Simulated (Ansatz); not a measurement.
Basis-set extrapolation for F$_{2}$H$_{6}$N$_{2}$SSi$_{2}$ (`N[Si@@H](F)S[Si@@H](N)F`) (PBE0-D4/def2-TZVP geometry, frozen core, Ansatz 0.2.0). Multiplicity 1, RHF reference.

|  | def2-TZVPP | def2-QZVPP |
| --- | --- | --- |
| HF | -1287.128478 | -1287.173720 |
| MP2 correlation | -1.335763 | -1.452066 |
| CCSD(T) correlation | -1.430391 | not run |

Energies in hartree. Use E(X) = E(∞) + A·exp(−7.88·√X) for Hartree–Fock and E(X) = E(∞) + B·X^(−2.97) for correlation, with X = 3 and 4, and add CCSD(T) minus MP2 of the smaller set to the MP2 limit.

**Question.** What is the CCSD(T) energy at the basis-set limit?

**Answer.** HF limit: -1287.173720 + (-0.045242) × 0.13774 = -1287.17995. MP2 limit: -1.452066 + (-0.116303) × 0.74074 = -1.53822. Higher-order term: -1.430391 − (-1.335763) = -0.09463. Total: -1288.81280 hartree, 6.91 eV below CCSD(T)/def2-TZVPP.
